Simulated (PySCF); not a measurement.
# Reading the logs of faulty runs: B2H3NSi

All numbers below are calculated, not measured. The program is PySCF 2.14.0, an open-source quantum chemistry code, run on an isolated molecule that a program drew, which may never have been made. The molecule is B2H3NSi (charge 0, singlet), drawn as the SMILES string `N=BB[SiH]`.

Each row is a Hartree-Fock (HF) and frozen-core CCSD(T) single point in the cc-pV(D+d)Z basis, meant for a local HF minimum. Run 1 is clean. Each other run has one planted mistake out of seven kinds, and not every kind appears here: one electron removed, one electron added, multiplicity raised by two, geometry at a saddle point, minimal basis STO-3G, one bond length entered in bohr, all coordinates scaled. The reference is restricted for singlets and unrestricted otherwise, and also for a bond in bohr. Adding or removing an electron swaps singlet and doublet. Electrons count all cores. HOMO and LUMO are orbital energies over both spins, the gradient is its largest component, and the lowest frequency (negative if imaginary) is given only where the gradient is small. Bond lengths are over the 6 bonds as drawn. T1 is the CCSD diagnostic: over 0.02 (restricted) or 0.045 (unrestricted) a single reference is doubtful.

Geometry of the clean run:
```xyz
7
B2H3NSi, angstrom
N    -0.2180   -3.4803    2.1953
B    -0.1692   -2.7360    1.2160
B    -0.0678   -1.6651   -0.0873
Si    0.6783    0.1912    0.0804
H    -0.2705   -4.0994    2.9598
H    -0.4787   -2.0265   -1.1587
H     2.0625   -0.3338   -0.2649
```

```
run  electrons  basis functions  <S^2>  HOMO (eV)  LUMO (eV)  gradient (hartree/bohr)  lowest frequency (cm^-1)  mean bond (Å)  longest bond (Å)      T1  HF (hartree)  CCSD(T) (hartree)                          mistake
  1         34               80  0.000      -8.91       0.45                  3.3e-05                        97         1.4395             2.008  0.0213    -394.42962         -394.89041                         no fault
  2         34               80  1.026      -8.51       0.21                  9.8e-03                         -         1.6649             2.873  0.0496    -394.35082         -394.79435  one bond length entered in bohr
  3         34               27  0.000      -6.01       5.96                  7.9e-02                         -         1.4395             2.008  0.0223    -389.73537         -389.96160             minimal basis STO-3G
  4         33               80  0.777     -15.48      -6.95                  3.3e-02                         -         1.4395             2.008  0.0296    -394.13943         -394.57379             one electron removed
  5         34               80  2.027      -8.08      -0.11                  2.7e-02                         -         1.4395             2.008  0.0241    -394.40326         -394.84176                                ?
```

**Which mistake was planted in run 5, and what did it cost?**

Electrons, basis and geometry are unchanged, and <S^2> is 2.027, beside S(S+1) = 2.00 for a multiplicity of 3. So the mistake is: multiplicity raised by two. Subtracting run 1 and multiplying by 627.51 kcal/mol a hartree, the energy moved by 16.5 kcal/mol in HF and 30.5 kcal/mol in CCSD(T).

Cautions from the logs. Run 1: T1 is over the limit, so its CCSD(T) energy is less reliable; run 2: T1 is over the limit, so its CCSD(T) energy is less reliable; run 3: T1 is over the limit, so its CCSD(T) energy is less reliable.
